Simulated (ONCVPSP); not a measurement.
# What one change does to a pseudopotential (S (Z = 16), ONCV)

sulfur, optimised norm-conserving Vanderbilt (ONCV), made with ONCVPSP 4.0.1 (PBE, non-relativistic). Core [Ne], reference 3s2 3p4. Waves: 3s: rc 1.60 bohr, ncon 5, nbas 8, qcut 4.5 1/bohr, 2 projectors, debl 3.3 Ha; 3p: rc 1.70 bohr, ncon 4, nbas 8, qcut 4.7 1/bohr, 2 projectors, debl 1.3 Ha; d scattering state at 0.16 Ha: rc 1.70 bohr, ncon 4, nbas 8, qcut 5.8 1/bohr, 2 projectors, debl 2.1 Ha. Local part: polynomial inside 1.25 bohr (lpopt 5, dvloc0 3 Ha). Core correction: Teter function, fcfact 2, rcfact 1.1.

Change: core correction Teter function, fcfact 2, rcfact 2.04.

Cutoffs: the cutoffs (Ha) at which the residual kinetic energy of the hardest occupied pseudo-wave falls to 1 and 0.1 mHa per electron; they do not see the model core or the augmentation charge, which bear on the density cutoff. Errors are all-electron minus pseudo energies relative to the spin-unpolarised reference configuration.

Predict the effect on cutoff, ghosts and configuration errors.

The potential gets neither clearly harder nor softer (22 Ha and 54 Ha → 22 Ha and 54 Ha); of the 4 tests that both files solve, the error grows in 4 and shrinks in 0 by more than 15 % and 0.3 meV (median size 2.2 → 25.0 meV); neither file shows a bound ghost. A model core, the more so a compact one, raises the density cutoff, which this test does not measure.

```tsv
quantity	base	changed
cutoff, loose	22 Ha	22 Ha
cutoff, tight	54 Ha	54 Ha
bound ghosts	none	none
GHOST(+) flags under 300 eV	none	none
error for 3s2 3p3, meV [ΔE 11.78 eV]	+0.1	-6.3
error for 3s2 3p2, meV [ΔE 34.08 eV]	+4.3	-44
error for 3s2 3p1, meV [ΔE 68.13 eV]	+26	-159
error for 3s2 3p3.5, meV [ΔE 4.67 eV]	0.0	-1.1
s: phases at 1.62 bohr within 0.05 rad from the reference energy up to (Ha; the scan ends near 5)	4.8	4.8
p: phases at 1.72 bohr within 0.05 rad from the reference energy up to (Ha; the scan ends near 5)	4.0	4.0
d: phases at 1.72 bohr within 0.05 rad from the reference energy up to (Ha; the scan ends near 5)	to the end of the scan	to the end of the scan
rms error of d²Exc/dni dnj with the model core, mHa	0.88	3.79
```
